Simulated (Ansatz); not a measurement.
Reaction (hydrogenolysis of the Sn–I bond): `[SiH3][SnH]([Cl])[I]` + H₂ → `[SiH3][SnH2][Cl]` + HI

Calculated with Ansatz (gas phase, PBE0-D4/def2-TZVP geometries, no zero-point term in ΔE). CCSD(T)/CBS is the MP2 limit (def2-TZVPP, def2-QZVPP) plus CCSD(T) − MP2 in def2-TZVPP, frozen cores. This one scheme is used for every species. DFT in def2-TZVPP. Elements past krypton have def2 core potentials. For I, Sn outer-core shells are correlated without core-valence functions, which leaves a few kJ/mol of doubt a bond.

`[SiH3][SnH]([Cl])[I]`:

Z-matrix (Å, degrees):
```
Si
Sn 1 2.562
H 1 1.484 2 108.4
H 1 1.482 2 106.9 3 119.6
H 1 1.484 2 109.1 3 -120.4
Cl 2 2.337 1 106.9 3 -177.2
I 2 2.682 1 108.4 3 -62.4
H 2 1.704 1 121.7 3 62.3
```

H₂:

Z-matrix (Å, degrees):
```
H
H 1 0.746
```

`[SiH3][SnH2][Cl]`:

```xyz
8

Si    0.860   -0.429   -0.964
Sn   -0.638    0.570    0.857
Cl   -2.257   -1.074    1.286
H     1.932    0.540   -1.314
H     0.034   -0.715   -2.163
H     1.468   -1.682   -0.452
H     0.125    0.840    2.358
H    -1.524    1.951    0.391
```

HI:

Cartesian coordinates in Å:
```
I 0.615 0.122 0.505
H -0.615 -0.122 -0.505
```

```csv
species,r2SCAN-D4 energy (Eh)
`[SiH3][SnH]([Cl])[I]`,-1264.36247
H₂,-1.17130
`[SiH3][SnH2][Cl]`,-967.07403
HI,-298.42090
```

Q: Work out ΔE.

A: ΔE = (-967.07403) + (-298.42090) − (-1264.36247) − (-1.17130) = 0.03884 Eh = +24.4 kcal/mol. CCSD(T)/CBS gives +25.6 kcal/mol.

Largest T1 diagnostic among the species: 0.012.

In def2-TZVPP, CCSD(T) changes the Hartree–Fock value by +0.9 kcal/mol (the triples alone add +1.0 kcal/mol) and MP2 by +5.1 kcal/mol. Leaving LDA and LC-ωPBE aside and taking each functional with its dispersion term where it has one, the values, not all of them listed here, spread over 4.6 kcal/mol, from B97M-V to BHLYP-D4. LDA lies −1.4 kcal/mol from PBE without D4. At CCSD(T), def2-SVP lies −5.1 kcal/mol from the extrapolated value and def2-TZVPP −4.4 kcal/mol.
